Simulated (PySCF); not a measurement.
Species: C6H7NS.
Geometry (GFN2-xTB, Å), atoms numbered from 1 in this order:
```xyz
15
C6H7NS angstrom
C      2.3518   -1.0788   -0.2043
N      1.1524   -0.8776   -0.5235
C      0.4557    0.2541   -0.1640
C      0.9505    1.5271   -0.0703
S     -0.2746    2.6743    0.2770
C     -1.4657    1.4273    0.3403
C     -0.9584    0.2008    0.0707
C     -1.7289   -1.0736    0.0307
H      2.8290   -1.9766   -0.5690
H      2.9499   -0.4170    0.4281
H      1.9533    1.8604   -0.2514
H     -2.4816    1.6889    0.5603
H     -2.7863   -0.8912    0.2020
H     -1.5939   -1.5501   -0.9385
H     -1.3575   -1.7599    0.7901
```

Probes without a nucleus sit at each ring's centroid and 1 Å off its mean plane on both sides; NICS is minus the shielding there, NICSzz its component along the normal. Level: GIAO PBE0/pcSseg-1 (PySCF, non-relativistic, gas phase) on the GFN2-xTB geometry, one conformer.

Ring bond lengths (Å), with Mayer bond orders in brackets: C3–C4 1.369 (1.50), C4–S5 1.714 (1.17), S5–C6 1.726 (1.16), C6–C7 1.354 (1.60), C7–C3 1.434 (1.19).

Q: What do the NICS probes read (ppm)?

A: 
| ring | type | NICS(0) | NICS(1), two faces | NICS(1)zz, two faces | rms pucker (Å) | centre to ring atoms, mean (Å) |
| --- | --- | --- | --- | --- | --- | --- |
| C3–C4–S5–C6–C7 | 5-membered ring with S; formal bonds all aromatic | -11.9 | -10.4 / -10.5 | -23.3 / -24.6 | 0.01 | 1.29 |

Q: What can be read from them?

A: 
- C3–C4–S5–C6–C7: mean NICS(1)zz -23.9 ppm, shielded. The ring is flat and has no four-coordinate atom; by the NICS criterion it is aromatic.

Q: How equal are the bonds by HOMA? Use HOMA with the parameters of Krygowski (1993).

A: 
- C3–C4–S5–C6–C7: HOMA 0.74; the largest term is that of C7–C3, α(R − Ropt)² = 0.55. The geometric and the magnetic index point the same way.

Q: At the first NICS(1) probe listed for ring C3–C4–S5–C6–C7, 1 Å off the ring, what do the in-plane components average?

A: The isotropic value is a third of the trace: (3 × -10.4 − (-23.3))/2 = -4.0 ppm.

Q: List the ring angles and the Hirshfeld charges of the ring atoms.

A: 
- C3–C4–S5–C6–C7: C3 112.3° (+0.014 e), C4 112.2° (-0.099 e), S5 91.0° (+0.094 e), C6 112.9° (-0.094 e), C7 111.6° (-0.015 e); sum 540.0° against 540° for a flat convex ring.

The run took 41 s of wall time on an Arm Neoverse N1 with one thread, no GPU (shared host), and the process peaked at 0.81 GiB of memory. This is the whole shielding run at PBE0/pcSseg-1, SCF included.
